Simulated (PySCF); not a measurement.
Compound: C₂H₆B₂Cl₂N₂.
Bonds: Cl1–B2, B2–Cl3, B2–B4, B4–N5, N5–C6, C6–C7, C7–N8, B4–N8. Hydrogens: H9 on N5; H10, H11 on C6; H12, H13 on C7; H14 on N8.

All values: PBE0/def2-SVPD (PySCF, non-relativistic), on one gas-phase PBE0-D3(BJ)/def2-SVP geometry that isn't relaxed in the solvent. The solvent is an IEF-PCM continuum (van der Waals radii × 1.2), and excitations are vertical TDDFT with non-equilibrium linear response and a frozen core. Only the electrostatic response of the medium enters.

Gas-phase singlets (H = HOMO, L = LUMO):

```
state  E (eV)  λ (nm)      f  leading configuration
   S1   3.437     361  0.014               H→L 100%
   S2   4.851     256  0.001              H-1→L 99%
   S3   5.349     232  0.000              H→L+1 93%
   S4   5.436     228  0.000              H-3→L 99%
   S5   5.758     215  0.217              H-2→L 99%
```

Task: Give the list for acetone (ε = 20.49), n² = 1.85.

Result: 
```
state  E (eV)  λ (nm)      f  leading configuration  change by rank (eV)
   S1   3.183     389  0.017               H→L 100%               -0.254
   S2   4.847     256  0.001              H-1→L 99%               -0.004
   S3   5.285     235  0.000              H→L+1 88%               -0.064
   S4   5.518     225  0.217              H-2→L 85%               +0.082
   S5   5.541     224  0.040              H-3→L 85%               -0.217
```

Task: The ground-state energy changes by -0.151 eV from gas to acetone. By how much does the total energy of gas-phase S1 change?

Result: E(S1) = E(S0) + excitation energy, so it changes by -0.151 − 0.254 = -0.405 eV: it is lowered more than the ground state, which is what a red shift means. This is the vertical state, with the slow part of the continuum still set for S0.

Task: How do the frontier levels move from gas to acetone?

Result: 
```
orbital  gas (eV)  solvent (eV)  change (eV)
 LUMO+2      0.87          0.94        +0.07
 LUMO+1      0.21          0.26        +0.05
   LUMO     -1.91         -1.97        -0.06
   HOMO     -6.28         -6.09        +0.19
 HOMO-1     -8.32         -8.38        -0.06
 HOMO-2     -8.61         -8.46        +0.15
 HOMO-3     -8.93         -9.10        -0.17
```

The HOMO–LUMO gap goes from 4.37 to 4.12 eV.
